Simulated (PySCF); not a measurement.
PySCF input (HF/def2-TZVPD):

```python
from pyscf import gto, scf, dft

mol = gto.M(
    atom='''
    S    -1.27126078   -0.27002223   -0.00852405
    S     0.62485943   -0.25329308    0.00830410
    O     1.29280268    1.04663060    0.00043989
    ''',
    basis='def2-tzvpd',
    charge=0,
    spin=0,
    verbose=4,
)

mf = scf.RHF(mol).density_fit(auxbasis='def2-universal-jkfit')
mf.conv_tol = 1e-9
mf.max_cycle = 100
mf.max_memory = 1500
mf.kernel()
if not mf.converged:
    mf = mf.newton()
    mf.kernel(mf.make_rdm1())
mf.analyze()
```

Output:

```
PySCF version 2.14.0

[INPUT] verbose = 4
[INPUT] num. atoms = 3
[INPUT] num. electrons = 40
[INPUT] charge = 0
[INPUT] spin (= nelec alpha-beta = 2S) = 0
[INPUT] symmetry False subgroup None
[INPUT] Mole.unit = angstrom
[INPUT] Symbol           X                Y                Z      unit          X                Y                Z       unit  Magmom
[INPUT]  1 S     -1.271260780000  -0.270022230000  -0.008524050000 AA   -2.402334707101  -0.510268062244  -0.016108119972 Bohr   0.0
[INPUT]  2 S      0.624859430000  -0.253293080000   0.008304100000 AA    1.180813189052  -0.478654550448   0.015692474711 Bohr   0.0
[INPUT]  3 O      1.292802680000   1.046630600000   0.000439890000 AA    2.443042998304   1.977845187589   0.000831271625 Bohr   0.0

nuclear repulsion = 141.285269322048
number of shells = 46
number of NR pGTOs = 199
number of NR cGTOs = 132
basis = def2-tzvpd
ecp = {}

******** <class 'pyscf.df.df_jk.DFRHF'> ********
method = DFRHF
initial guess = minao
damping factor = 0
level_shift factor = 0
DIIS = <class 'pyscf.scf.diis.CDIIS'>
diis_start_cycle = 1
diis_space = 8
diis_damp = 0
SCF conv_tol = 1e-09
SCF conv_tol_grad = None
SCF max_cycles = 100
direct_scf = False
Set gradient conv threshold to 3.16228e-05
Initial guess from minao.
******** <class 'pyscf.df.df.DF'> ********
auxbasis = def2-universal-jkfit
init E= -870.469667950014
  HOMO = -0.287312831950175  LUMO = -0.138950843860478  gap/eV = 4.03714
cycle= 1 E= -869.831183378109  delta_E= 0.638  |g|= 0.655  |ddm|= 1.74
  HOMO = -0.424364482171756  LUMO = -0.0751844960983377  gap/eV = 9.50167
cycle= 2 E= -869.864392879581  delta_E= -0.0332  |g|= 0.595  |ddm|= 0.786
  HOMO = -0.408868585465909  LUMO = -0.0449739441055357  gap/eV = 9.90208
cycle= 3 E= -869.931251222056  delta_E= -0.0669  |g|= 0.0711  |ddm|= 0.338
  HOMO = -0.407765844208018  LUMO = -0.0302249572363067  gap/eV = 10.27341
cycle= 4 E= -869.932716093348  delta_E= -0.00146  |g|= 0.0346  |ddm|= 0.0796
  HOMO = -0.405539804335356  LUMO = -0.0305737459099262  gap/eV = 10.20335
cycle= 5 E= -869.93315242088  delta_E= -0.000436  |g|= 0.00934  |ddm|= 0.0454
  HOMO = -0.407913152373929  LUMO = -0.0308635024748654  gap/eV = 10.26004
cycle= 6 E= -869.933204875558  delta_E= -5.25e-05  |g|= 0.00357  |ddm|= 0.0132
  HOMO = -0.407704361868167  LUMO = -0.0307264627578263  gap/eV = 10.25809
cycle= 7 E= -869.933217770047  delta_E= -1.29e-05  |g|= 0.00154  |ddm|= 0.00757
  HOMO = -0.407702639066363  LUMO = -0.0306595048374945  gap/eV = 10.25987
cycle= 8 E= -869.933220669061  delta_E= -2.9e-06  |g|= 0.000652  |ddm|= 0.00408
  HOMO = -0.407611745940401  LUMO = -0.0306176046849416  gap/eV = 10.25853
cycle= 9 E= -869.933221271427  delta_E= -6.02e-07  |g|= 0.00029  |ddm|= 0.00194
  HOMO = -0.407574711434795  LUMO = -0.0306186449635959  gap/eV = 10.25750
cycle= 10 E= -869.933221429337  delta_E= -1.58e-07  |g|= 0.000129  |ddm|= 0.000992
  HOMO = -0.407543724011093  LUMO = -0.030614830619804  gap/eV = 10.25676
cycle= 11 E= -869.933221463808  delta_E= -3.45e-08  |g|= 2.56e-05  |ddm|= 0.000613
  HOMO = -0.407544179180716  LUMO = -0.030615765655682  gap/eV = 10.25674
cycle= 12 E= -869.933221464568  delta_E= -7.6e-10  |g|= 8.09e-06  |ddm|= 8.33e-05
  HOMO = -0.407543580976104  LUMO = -0.0306149279761456  gap/eV = 10.25675
Extra cycle  E= -869.933221464603  delta_E= -3.55e-11  |g|= 4.31e-06  |ddm|= 1.1e-05
converged SCF energy = -869.933221464603
**** SCF Summaries ****
Total Energy =                        -869.933221464602980
Nuclear Repulsion Energy =             141.285269322047839
One-electron Energy =                -1482.669629347727323
Two-electron Energy =                  471.451138561076505
Two-electron Coulomb Energy =          529.722561968949890
DFT Exchange-Correlation Energy =      -58.271423407873385
HOMO-LUMO gap [eV] =                    10.256751078780503
**** MO energy ****
MO #1   energy= -92.1476129074583  occ= 2
MO #2   energy= -91.9983599874668  occ= 2
MO #3   energy= -20.6120359689744  occ= 2
MO #4   energy= -9.13377266419987  occ= 2
MO #5   energy= -9.00272432895245  occ= 2
MO #6   energy= -6.81478126631144  occ= 2
MO #7   energy= -6.81447295266765  occ= 2
MO #8   energy= -6.81304465602668  occ= 2
MO #9   energy= -6.68319206023035  occ= 2
MO #10  energy= -6.68220635148414  occ= 2
MO #11  energy= -6.68123511732119  occ= 2
MO #12  energy= -1.43125285233256  occ= 2
MO #13  energy= -1.08075884263607  occ= 2
MO #14  energy= -0.817848514897662 occ= 2
MO #15  energy= -0.638463026432254 occ= 2
MO #16  energy= -0.635662008897152 occ= 2
MO #17  energy= -0.609014713483286 occ= 2
MO #18  energy= -0.460089294921189 occ= 2
MO #19  energy= -0.419597823879918 occ= 2
MO #20  energy= -0.407543580976104 occ= 2
MO #21  energy= -0.0306149279761456 occ= 0
MO #22  energy= 0.0489312948747087 occ= 0
MO #23  energy= 0.0672132339695305 occ= 0
MO #24  energy= 0.0704704510570444 occ= 0
MO #25  energy= 0.0707470583322895 occ= 0
MO #26  energy= 0.0896568329072623 occ= 0
MO #27  energy= 0.0968442002529575 occ= 0
MO #28  energy= 0.0971336501395582 occ= 0
MO #29  energy= 0.142373905883381  occ= 0
MO #30  energy= 0.15002365354109   occ= 0
MO #31  energy= 0.167549271591229  occ= 0
MO #32  energy= 0.172044632014311  occ= 0
MO #33  energy= 0.19849981264317   occ= 0
MO #34  energy= 0.223639465219964  occ= 0
MO #35  energy= 0.224564404396306  occ= 0
MO #36  energy= 0.245043658378203  occ= 0
MO #37  energy= 0.258278893679182  occ= 0
MO #38  energy= 0.272763220858822  occ= 0
MO #39  energy= 0.299833142428881  occ= 0
MO #40  energy= 0.317088921597682  occ= 0
MO #41  energy= 0.324199661277632  occ= 0
MO #42  energy= 0.348917601659322  occ= 0
MO #43  energy= 0.354825533923891  occ= 0
MO #44  energy= 0.36588337304164   occ= 0
MO #45  energy= 0.401949530108586  occ= 0
MO #46  energy= 0.461551789410374  occ= 0
MO #47  energy= 0.491076099364656  occ= 0
MO #48  energy= 0.517008342706448  occ= 0
MO #49  energy= 0.528885497582385  occ= 0
MO #50  energy= 0.533194002672794  occ= 0
MO #51  energy= 0.561608749868332  occ= 0
MO #52  energy= 0.563932948552323  occ= 0
MO #53  energy= 0.589781884632     occ= 0
MO #54  energy= 0.626749553294968  occ= 0
MO #55  energy= 0.635221003346582  occ= 0
MO #56  energy= 0.651128630693628  occ= 0
MO #57  energy= 0.658055428451448  occ= 0
MO #58  energy= 0.666822244292709  occ= 0
MO #59  energy= 0.713874241415354  occ= 0
MO #60  energy= 0.76309918174559   occ= 0
MO #61  energy= 0.763751900683301  occ= 0
MO #62  energy= 0.812640181805328  occ= 0
MO #63  energy= 0.833124056878589  occ= 0
MO #64  energy= 0.857308492516007  occ= 0
MO #65  energy= 0.931790753420529  occ= 0
MO #66  energy= 0.966991569470319  occ= 0
MO #67  energy= 0.969130079333926  occ= 0
MO #68  energy= 0.985929051523025  occ= 0
MO #69  energy= 1.05771700790761   occ= 0
MO #70  energy= 1.12481715690839   occ= 0
MO #71  energy= 1.18389549807024   occ= 0
MO #72  energy= 1.32482898251738   occ= 0
MO #73  energy= 1.65806319257237   occ= 0
MO #74  energy= 1.70194259707318   occ= 0
MO #75  energy= 1.70272149213615   occ= 0
MO #76  energy= 1.74114114750554   occ= 0
MO #77  energy= 1.77008346967492   occ= 0
MO #78  energy= 1.77677757918404   occ= 0
MO #79  energy= 1.80608221816666   occ= 0
MO #80  energy= 1.85959695677754   occ= 0
MO #81  energy= 1.89000183087007   occ= 0
MO #82  energy= 1.89028444373475   occ= 0
MO #83  energy= 1.89157623283896   occ= 0
MO #84  energy= 1.90979086809864   occ= 0
MO #85  energy= 1.92269677133498   occ= 0
MO #86  energy= 1.93396536443492   occ= 0
MO #87  energy= 1.94416567923873   occ= 0
MO #88  energy= 1.99044714980181   occ= 0
MO #89  energy= 2.00929859322858   occ= 0
MO #90  energy= 2.02173050636362   occ= 0
MO #91  energy= 2.04030554655763   occ= 0
MO #92  energy= 2.09890190409034   occ= 0
MO #93  energy= 2.13371651337763   occ= 0
MO #94  energy= 2.15808575717504   occ= 0
MO #95  energy= 2.20516679457978   occ= 0
MO #96  energy= 2.24064982714864   occ= 0
MO #97  energy= 2.27019640972646   occ= 0
MO #98  energy= 2.28404650040814   occ= 0
MO #99  energy= 2.31238115913352   occ= 0
MO #100 energy= 2.59775363921048   occ= 0
MO #101 energy= 2.62095149936622   occ= 0
MO #102 energy= 2.63547757381595   occ= 0
MO #103 energy= 2.80099098893206   occ= 0
MO #104 energy= 2.84850722342945   occ= 0
MO #105 energy= 2.90852282368903   occ= 0
MO #106 energy= 2.92020293940102   occ= 0
MO #107 energy= 3.31017808550977   occ= 0
MO #108 energy= 3.31713579687575   occ= 0
MO #109 energy= 3.42150387045233   occ= 0
MO #110 energy= 3.48986843594708   occ= 0
MO #111 energy= 4.16577724786844   occ= 0
MO #112 energy= 5.55089294345286   occ= 0
MO #113 energy= 5.55141490310648   occ= 0
MO #114 energy= 5.64184469923711   occ= 0
MO #115 energy= 5.65612929068558   occ= 0
MO #116 energy= 5.87371190037393   occ= 0
MO #117 energy= 5.92026593052203   occ= 0
MO #118 energy= 6.01782862357798   occ= 0
MO #119 energy= 6.89793506327032   occ= 0
MO #120 energy= 6.91397646331698   occ= 0
MO #121 energy= 7.13796590083074   occ= 0
MO #122 energy= 7.17605719980718   occ= 0
MO #123 energy= 7.48900612264993   occ= 0
MO #124 energy= 9.4690406196334    occ= 0
MO #125 energy= 9.63065966271352   occ= 0
MO #126 energy= 9.63316364967756   occ= 0
MO #127 energy= 9.71564908047858   occ= 0
MO #128 energy= 9.95736076150122   occ= 0
MO #129 energy= 10.2368902401552   occ= 0
MO #130 energy= 19.4124119286091   occ= 0
MO #131 energy= 20.8510373240415   occ= 0
MO #132 energy= 45.2059610166341   occ= 0
 ** Mulliken pop on meta-lowdin orthogonal AOs  **
 ** Mulliken pop  **
pop of  0 S 1s            2.00000
pop of  0 S 2s            1.99995
pop of  0 S 3s            1.83334
pop of  0 S 4s            0.00879
pop of  0 S 5s            0.00176
pop of  0 S 6s            0.00049
pop of  0 S 2px           1.99997
pop of  0 S 2py           2.00000
pop of  0 S 2pz           1.99997
pop of  0 S 3px           1.10693
pop of  0 S 3py           1.88173
pop of  0 S 3pz           1.35154
pop of  0 S 4px           0.00912
pop of  0 S 4py           0.00444
pop of  0 S 4pz           0.00252
pop of  0 S 5px           0.00126
pop of  0 S 5py           0.00081
pop of  0 S 5pz           0.00108
pop of  0 S 6px           0.00118
pop of  0 S 6py           0.00011
pop of  0 S 6pz           0.00009
pop of  0 S 7px           0.00034
pop of  0 S 7py           0.00003
pop of  0 S 7pz           0.00004
pop of  0 S 3dxy          0.00627
pop of  0 S 3dyz          0.00019
pop of  0 S 3dz^2         0.00474
pop of  0 S 3dxz          0.01970
pop of  0 S 3dx2-y2       0.01938
pop of  0 S 4dxy          0.00153
pop of  0 S 4dyz          0.00023
pop of  0 S 4dz^2         0.00014
pop of  0 S 4dxz          0.00091
pop of  0 S 4dx2-y2       0.00020
pop of  0 S 5dxy          0.00102
pop of  0 S 5dyz          0.00011
pop of  0 S 5dz^2         0.00015
pop of  0 S 5dxz          0.00081
pop of  0 S 5dx2-y2       0.00048
pop of  0 S 4f-3          0.00136
pop of  0 S 4f-2          0.00005
pop of  0 S 4f-1          0.00003
pop of  0 S 4f+0          0.00049
pop of  0 S 4f+1          0.00072
pop of  0 S 4f+2          0.00134
pop of  0 S 4f+3          0.00220
pop of  1 S 1s            2.00000
pop of  1 S 2s            1.99996
pop of  1 S 3s            1.62514
pop of  1 S 4s            0.01891
pop of  1 S 5s            0.00067
pop of  1 S 6s            0.00027
pop of  1 S 2px           1.99998
pop of  1 S 2py           1.99998
pop of  1 S 2pz           1.99996
pop of  1 S 3px           1.05623
pop of  1 S 3py           1.08839
pop of  1 S 3pz           0.97971
pop of  1 S 4px           0.01557
pop of  1 S 4py           0.01157
pop of  1 S 4pz           0.00499
pop of  1 S 5px           0.00201
pop of  1 S 5py           0.00303
pop of  1 S 5pz           0.00043
pop of  1 S 6px           0.00072
pop of  1 S 6py           0.00012
pop of  1 S 6pz           0.00002
pop of  1 S 7px           0.00021
pop of  1 S 7py           0.00002
pop of  1 S 7pz           0.00000
pop of  1 S 3dxy          0.03242
pop of  1 S 3dyz          0.02538
pop of  1 S 3dz^2         0.01098
pop of  1 S 3dxz          0.03961
pop of  1 S 3dx2-y2       0.04186
pop of  1 S 4dxy          0.00146
pop of  1 S 4dyz          0.00030
pop of  1 S 4dz^2         0.00029
pop of  1 S 4dxz          0.00034
pop of  1 S 4dx2-y2       0.00197
pop of  1 S 5dxy          0.00057
pop of  1 S 5dyz          0.00013
pop of  1 S 5dz^2         0.00025
pop of  1 S 5dxz          0.00009
pop of  1 S 5dx2-y2       0.00067
pop of  1 S 4f-3          0.00203
pop of  1 S 4f-2          0.00054
pop of  1 S 4f-1          0.00034
pop of  1 S 4f+0          0.00092
pop of  1 S 4f+1          0.00067
pop of  1 S 4f+2          0.00079
pop of  1 S 4f+3          0.00242
pop of  2 O 1s            1.99999
pop of  2 O 2s            1.79080
pop of  2 O 3s            0.00742
pop of  2 O 4s            0.00428
pop of  2 O 5s            0.00120
pop of  2 O 6s            0.00059
pop of  2 O 2px           1.75889
pop of  2 O 2py           1.57752
pop of  2 O 2pz           1.54550
pop of  2 O 3px           0.01038
pop of  2 O 3py           0.00222
pop of  2 O 3pz           0.00638
pop of  2 O 4px           0.00209
pop of  2 O 4py           0.00414
pop of  2 O 4pz           0.00337
pop of  2 O 5px           0.00093
pop of  2 O 5py           0.00207
pop of  2 O 5pz           0.00044
pop of  2 O 3dxy          0.01084
pop of  2 O 3dyz          0.00776
pop of  2 O 3dz^2         0.00379
pop of  2 O 3dxz          0.00165
pop of  2 O 3dx2-y2       0.00896
pop of  2 O 4dxy          0.00136
pop of  2 O 4dyz          0.00107
pop of  2 O 4dz^2         0.00067
pop of  2 O 4dxz          0.00011
pop of  2 O 4dx2-y2       0.00124
pop of  2 O 5dxy          0.00040
pop of  2 O 5dyz          0.00042
pop of  2 O 5dz^2         0.00034
pop of  2 O 5dxz          0.00055
pop of  2 O 5dx2-y2       0.00075
pop of  2 O 4f-3          0.00057
pop of  2 O 4f-2          0.00026
pop of  2 O 4f-1          0.00031
pop of  2 O 4f+0          0.00019
pop of  2 O 4f+1          0.00009
pop of  2 O 4f+2          0.00017
pop of  2 O 4f+3          0.00080
 ** Mulliken atomic charges  **
charge of    0S =     -0.26753
charge of    1S =      1.02806
charge of    2O =     -0.76053
Dipole moment(X, Y, Z, Debye): -0.42946, -1.76717,  0.01498
```
